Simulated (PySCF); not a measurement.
GaH₃, SMILES [GaH3]. Atoms are numbered in the order given.

```xyz
4

Ga     0.0000     0.0000     0.0000
H      1.5686     0.0000     0.0000
H     -0.7843     1.3585     0.0000
H     -0.7843    -1.3585     0.0000
```
Charge 0, spin multiplicity 1.

Geometry: PBE0-D3(BJ)/def2-TZVPD. The isomer is the one that the SMILES or the coordinates give; other isomers of the formula were not compared.

Two levels are set side by side: PBE/pcSseg-2 (PySCF) and PBE0/pcSseg-2 (PySCF). GIAO shifts against TMS (¹H) at the same level; non-relativistic, no solvent, atoms listed together averaged. Differences are taken from unrounded values.

```json
[
 {"quantity": "δ(¹H) of H2, H3, H4 (ppm)", "PBE0": "6.59", "PBE": "6.98", "PBE minus PBE0": "0.38"}
]
```

Rough cost on one machine, each run with all the roots and properties that it gave: PBE0 against PBE within a factor of 2.
